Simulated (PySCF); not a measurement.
In(H)2(iPr) (C3H9In), SMILES C[CH](C)[InH2].

Geometry optimised at B3LYP-D3(BJ)/def2-SVP. The structure was generated by enumeration; whether it is a known compound was not checked. The def2 effective core potentials stand for the cores of In; spin–orbit coupling is left out.

These are PBE/def2-TZVP (PySCF) values and carry that method's errors.

The molecule is in vacuum.

total energy: -309.69317 hartree
point group: Cs
highest occupied level: -5.68 eV
lowest empty level: -2.35 eV
orbital gap: 3.33 eV
dipole moment: 0.89 D
quadrupole, principal values (traceless, Buckingham form, about the centre of nuclear charge): -3.74, -3.72, 7.46 D·Å
mean static polarisability: 81.6 bohr³ (12.09 Å³)
polarisability, principal values: 59.9, 83.2, 101.6 bohr³
